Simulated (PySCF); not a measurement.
## How methods differ on the excitation energy of Ta⁺

Ta⁺ [Xe] 4f14 5d3 6s1 (5F) → Ta⁺ [Xe] 4f14 5d2 6s1 6p1 (high-spin determinant), as a difference of total energies. Computed with PySCF 2.14 in aug-cc-pVTZ-PP with one added diffuse shell each of s, p, d, f, g type with ECP60MDF (7s7p6d4f3g, 113 functions), with a scalar-relativistic core potential. Correlated levels: valence: 5s2 5p6 frozen. The calculations carry no spin-orbit coupling.

| method | excitation energy (eV) |
| --- | --- |
| UHF | 3.978 |
| LDA | 4.940 |
| PBE | 4.931 |
| PBE0 | 4.828 |
| r2SCAN | 5.003 |
| B2PLYP | 4.587 |
| M06-2X | 4.600 |
| TPSS | 4.795 |
| MP2 (valence) | 4.239 |
| SCS-MP2 (valence) | 4.065 |

Problem. How much does correlation contribute at MP2 (valence)?

Solution. 4.239 − (3.978) = 0.261 eV, measured against UHF.

The determinant of the upper state mixes LS terms, which raises its energy above the lowest term, most at the Hartree-Fock and MP2 levels.
